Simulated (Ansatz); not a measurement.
A nudged elastic band was laid between two geometries of AlClH5InOSi (10 atoms, charge 0, multiplicity 1).

Level of theory: RKS PBE/def2-SVP (Ansatz).

- movable images: 5
- climbing image: yes
- spring: 5.0 eV/Å²
- optimiser: quadratic models (default)
- start path: IDPP
- force threshold: 0.05 eV/Å
- iteration limit: 10
- end points: relaxed

First end point:

```xyz
10
Properties=species:S:1:pos:R:3
O -2.649 1.529 1.539
In -1.352 0.338 0.562
Cl 0.736 1.950 0.497
Si 0.109 -1.409 -0.671
Al 2.020 0.246 -0.503
H -3.504 1.068 1.663
H -0.068 -2.648 0.181
H -0.708 -1.665 -1.919
H 2.433 0.782 -1.954
H 3.066 -0.243 0.607
```

Last end point:

```xyz
10
Properties=species:S:1:pos:R:3
O -0.872 2.695 1.051
In -1.433 0.775 0.730
Cl -3.645 0.572 1.581
Si -0.234 -1.263 -0.347
Al 2.105 -0.742 -0.840
H 0.025 2.861 0.699
H -0.465 -2.371 0.649
H -1.088 -1.538 -1.561
H 2.448 0.051 -2.188
H 3.243 -1.091 0.229
```

(1) What changes between the two ends?

(2) What energy profile does the band end with?

The band took 7 iterations and roughly 2.2 core-minutes.

## Answers

(1) Bonds broken: Cl3–Al5. The dihedral Cl3–In2–Si4–H7 goes from 129 to -48°.

(2) The forces met the threshold. The highest image is number 6 of 0 to 6, 19.8 kcal/mol above the first end and 0.0 kcal/mol above the last; the last end lies 19.8 kcal/mol above the first. The highest image is an end point: on this band no image between the ends rises above it. The orbitals stay closed-shell, which can raise the energy where a bond breaks towards radicals; this wasn't checked here.

```csv
image,path coordinate (Å),energy (kcal/mol),Cl3–Al5 (Å),dihedral Cl3–In2–Si4–H7 (°)
0,0.00,0.0,2.36,129
1,1.63,0.3,2.36,104
2,3.27,17.6,3.88,73
3,4.90,18.7,5.21,44
4,6.54,19.0,5.80,11
5,8.17,19.5,6.25,-24
6,9.30,19.8,6.38,-48
```

Time of the run: 68 s on 2 threads of Intel(R) Xeon(R) Platinum 8488C (Sapphire Rapids) (shared host), peak memory 0.19 GiB.
